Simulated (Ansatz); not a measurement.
Dissociation curve of LiNa, singlet.

Methods: UHF/cc-pVTZ (Ansatz, a program for electronic structure); RHF/cc-pVTZ (Ansatz); UKS-PBE = unrestricted PBE/cc-pVTZ run with Ansatz; RKS-PBE = restricted PBE/cc-pVTZ run with Ansatz; UKS-B3LYP = unrestricted B3LYP/cc-pVTZ in Ansatz; RKS-B3LYP = Ansatz with restricted B3LYP/cc-pVTZ.

Scanned distances (Å): 2.34, 2.52, 2.63, 2.78, 2.80, 2.93, 2.98, 3.11, 3.29, 3.37, 3.62, 3.95, 4.36, 4.85, 5.28, 5.86, 6.31, 7.24, 7.86, 8.90.

Task: Where does the unrestricted solution first break spin symmetry (<S²> of 0.01 or more)?

Result: UHF: already at 2.34 Å; UKS-PBE: between 3.62 and 3.95 Å; UKS-B3LYP: between 3.62 and 3.95 Å.

| R / Å | <S²> UHF | E(RHF) − E(UHF) / kcal/mol | <S²> UKS-PBE | E(RKS-PBE) − E(UKS-PBE) / kcal/mol | <S²> UKS-B3LYP | E(RKS-B3LYP) − E(UKS-B3LYP) / kcal/mol |
|---|---|---|---|---|---|---|
| 2.34 | 0.36 | 1.1 | 0.00 | 0.0 | 0.00 | 0.0 |
| 2.52 | 0.29 | 0.7 | 0.00 | 0.0 | 0.00 | 0.0 |
| 2.63 | 0.26 | 0.5 | 0.00 | 0.0 | 0.00 | 0.0 |
| 2.78 | 0.27 | 0.5 | 0.00 | 0.0 | 0.00 | 0.0 |
| 2.80 | 0.29 | 0.6 | 0.00 | 0.0 | 0.00 | 0.0 |
| 2.93 | 0.35 | 1.0 | 0.00 | 0.0 | 0.00 | 0.0 |
| 2.98 | 0.38 | 1.1 | 0.00 | 0.0 | 0.00 | 0.0 |
| 3.11 | 0.45 | 1.7 | 0.00 | 0.0 | 0.00 | 0.0 |
| 3.29 | 0.54 | 2.7 | 0.00 | 0.0 | 0.00 | 0.0 |
| 3.37 | 0.57 | 3.2 | 0.00 | 0.0 | 0.00 | 0.0 |
| 3.62 | 0.68 | 5.1 | 0.00 | 0.0 | 0.00 | 0.0 |
| 3.95 | 0.78 | 8.1 | 0.18 | 0.1 | 0.08 | 0.0 |
| 4.36 | 0.87 | 12.4 | 0.42 | 0.8 | 0.47 | 0.8 |
| 4.85 | 0.93 | 17.8 | 0.66 | 2.1 | 0.74 | 2.7 |
| 5.28 | 0.96 | 22.3 | 0.82 | 3.5 | 0.86 | 4.7 |
| 5.86 | 0.98 | 27.9 | 0.93 | 5.6 | 0.95 | 7.3 |
| 6.31 | 0.99 | 31.7 | 0.97 | 7.1 | 0.98 | 9.1 |
| 7.24 | 1.00 | 38.0 | 1.00 | 9.4 | 0.99 | 11.9 |
| 7.86 | 1.00 | 41.3 | 1.00 | 10.3 | 1.00 | 13.1 |
| 8.90 | 1.00 | 45.6 | 1.00 | 11.2 | 1.00 | 14.4 |
